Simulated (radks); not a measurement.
Results of a calculation; reference values are marked as such.
All-electron atom: the nitrogen ion N3+ in [He] 2s1 6s1 (not the ground configuration).

Level of theory: non-relativistic Kohn-Sham, LDA (Slater exchange, Perdew-Wang correlation), spin-polarised, spherical densities, point nucleus; open shells are filled with parallel spins first (a radial shooting solver on a logarithmic mesh with Libxc functionals).

Energy parts (hartree):
| part | energy |
|---|---|
| total | -48.17892 |
| kinetic | 48.02780 |
| electron-nucleus | -103.33455 |
| Hartree | 11.42024 |
| exchange-correlation | -4.29241 |

Orbitals (lengths in bohr, moments of r in powers of bohr; r(max) is where P^2 peaks):
\begin{tabular}{lrrrr}
orbital & occ. & eigenvalue (hartree) & r(max) & <r> \\ \hline
1s up & 1 & -17.39889 & 0.1489 & 0.2298 \\
1s down & 1 & -17.34621 & 0.1491 & 0.2295 \\
2s up & 1 & -3.16076 & 0.8944 & 1.052 \\
2s down & 0 & -2.93049 & 0.8968 & 1.070 \\
6s up & 1 & -0.23326 & 13.01 & 11.88 \\
6s down & 0 & -0.22027 & 13.30 & 12.10 \\
\end{tabular}

The highest occupied level is 6s up at -6.347 eV. The configuration is held as typed, so some empty levels lie below it. Spin moment in Bohr magnetons: 2.
